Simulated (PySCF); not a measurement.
F2H2HfO2, multiplicity 1. Atoms are numbered in the order given.

```xyz
7

Hf     0.0000     0.0000     0.0030
F      0.0000    -1.5633     1.1309
F      0.0000     1.5633     1.1309
O      1.5944     0.0000    -1.0756
H      2.3369     0.0000    -1.6798
O     -1.5944     0.0000    -1.0756
H     -2.3369     0.0000    -1.6798
```
Charge 0, spin multiplicity 1.

The structure is a stationary point at B3LYP-D3(BJ)/def2-SVP. The spin state was assumed, not searched. The structure was generated by enumeration; whether it is a known compound was not checked. The def2 effective core potentials stand for the cores of Hf; spin–orbit coupling is left out. One conformer was computed; it need not be the lowest.

These are PySCF with PBE/def2-TZVP values and carry that method's errors.

Problem. Estimate the frontier levels, gap, dipole moment and polarisability. (An estimate is asked for; the answer gives what the named calculation found.)

Solution. 
```yaml
highest_occupied_level: -7.77 eV
lowest_empty_level: -1.08 eV
orbital_gap: 6.70 eV
dipole_moment: 3.23 D
quadrupole, principal values (traceless, Buckingham form, about the centre of nuclear charge): -10.98, 0.99, 9.99 D·Å
mean_static_polarisability: 42.6 bohr³ (6.32 Å³)
polarisability_principal_values: 38.6, 42.4, 47.0 bohr³
```
